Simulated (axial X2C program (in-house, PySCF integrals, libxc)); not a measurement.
Potential curves of VCl⁻, with spin–orbit coupling

Calculated with an in-house relativistic program for diatomic molecules. Two-component (2c) means X2C with spin–orbit coupling and atomic mean-field two-electron Coulomb and Gaunt terms. Basis: V dyall-acv3z [11s11p7d4f2g], Cl dyall-av3z [9s8p3d2f] (cores contracted in-house); Gaussian nuclei, density fitting, unrestricted open shells. Masses: V 50.944 u, Cl 34.969 u.

State: Ω = 5/2 (⟨Sz⟩ = 2.50, ⟨Lz⟩ = 0.00 at HF). Energies in eV from the lowest point of each curve. Fits are polynomials in 1 − R0/R over 0.85 to 1.23 times the lowest point R0.

```json
{"R (Å)": "2.1704", "MP2": "0.2738", "HF": "0.5284", "BP86": "0.0963", "PBE0": "0.1827"}
{"R (Å)": "2.2419", "MP2": "0.1254", "HF": "0.3020", "BP86": "0.0227", "PBE0": "0.0697"}
{"R (Å)": "2.3134", "MP2": "0.0396", "HF": "0.1524", "BP86": "0.0000", "PBE0": "0.0137"}
{"R (Å)": "2.3850", "MP2": "0.0010", "HF": "0.0610", "BP86": "0.0140", "PBE0": "0.0000"}
{"R (Å)": "2.4685", "MP2": "0.0000", "HF": "0.0092", "BP86": "0.0623", "PBE0": "0.0222"}
{"R (Å)": "2.5519", "MP2": "0.0323", "HF": "0.0000", "BP86": "0.1333", "PBE0": "0.0726"}
{"R (Å)": "2.6593", "MP2": "0.1055", "HF": "0.0300", "BP86": "0.2440", "PBE0": "0.1631"}
```

Correlated methods: 13 electrons correlated (number of frozen shells: V 3 s, 2 p; Cl 2 s, 1 p), 295 virtual spin orbitals or spinors in MP2.

Occupations by symmetry block were frozen at the best pattern of an incomplete PBE0 search. Density functionals use the spin component along the axis (collinear). Other states lie close and PBE0, whose exact exchange favours high spin, may order them wrongly; the determinant shown need not be the ground state. The nearest other 2c determinant of the search, Ω = 3/2, lies 0.13 eV up at the distance of the search. With several unpaired electrons one determinant need not be a pure state. The outer-core s and p shells of the metal are frozen in the correlated rows, which leaves out core–valence correlation; for alkali and alkaline-earth bonds that tends to lengthen them. The highest occupied level of some functionals is positive through self-interaction error; at Hartree–Fock it is bound. This is the top spin component of a Σ state; components of lower Ω are not single determinants and can lie lower. MP2 and coupled cluster on one determinant become unreliable at the stretched end.

(1) Fit the MP2 curve near its minimum: give the equilibrium distance and the harmonic wavenumber.

(2) What are Re and ωe at the HF level?

(3) Fit the BP86 curve near its minimum: give the equilibrium distance and the harmonic wavenumber.

(4) Fit the PBE0 curve near its minimum: give the equilibrium distance and the harmonic wavenumber.

Answers

(1) At MP2, 2c: Re = 2.428 Å, ωe ≈ 273 cm⁻¹; Be follows as 0.138 cm⁻¹.

(2) At HF, 2c: Re = 2.532 Å, ωe ≈ 245 cm⁻¹; Be follows as 0.127 cm⁻¹.

(3) At BP86, 2c: Re = 2.318 Å, ωe ≈ 302 cm⁻¹; Be follows as 0.151 cm⁻¹.

(4) At PBE0, 2c: Re = 2.377 Å, ωe ≈ 285 cm⁻¹; Be follows as 0.144 cm⁻¹.
